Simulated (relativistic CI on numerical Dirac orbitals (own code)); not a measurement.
Method of calculation: Dirac-Coulomb-Breit CI, separate exchange-only KLI orbitals for each configuration, model QED (radiative potential, 1s self-energy scaled to tabulated hydrogen-like ionisation energies), unscaled Slater integrals (own radial code, finite nucleus).

The strongest absorption lines from the ground level of an ion, among the configurations computed and to levels below about 5200 eV (vacuum wavelength in Å, gf): 2.3981 (0.045), 2.4161 (0.031), 2.7581 (0.095), 2.8002 (0.069), 3.8269 (0.3), 3.9925 (0.26), 25.750 (0.55), 80.980 (0.081).

Task: Which ion is it?
A. Ir⁶⁶⁺
B. Hf⁶¹⁺
C. Ho⁵⁶⁺
D. Hf⁶³⁺

Result: B. Hf⁶¹⁺ has 11 electrons and the ground level 3s 2S_1/2; the strongest line goes to 3p 2P°_3/2. The pattern of lines fixes the number of electrons, and along that sequence the line energies rise steadily with the charge (about as its square where n changes within one kind of shell, about linearly where n is kept but much faster in heavy ions where fine structure, which grows about as Z⁴, sets the gap, and irregularly where shells cross), which fixes Z. Configurations outside the model, such as inner-shell arrays, can give stronger lines. At this charge energies of transitions that change n are usually good to better than 1 %, and those within a shell (Δn = 0) to a few per cent.
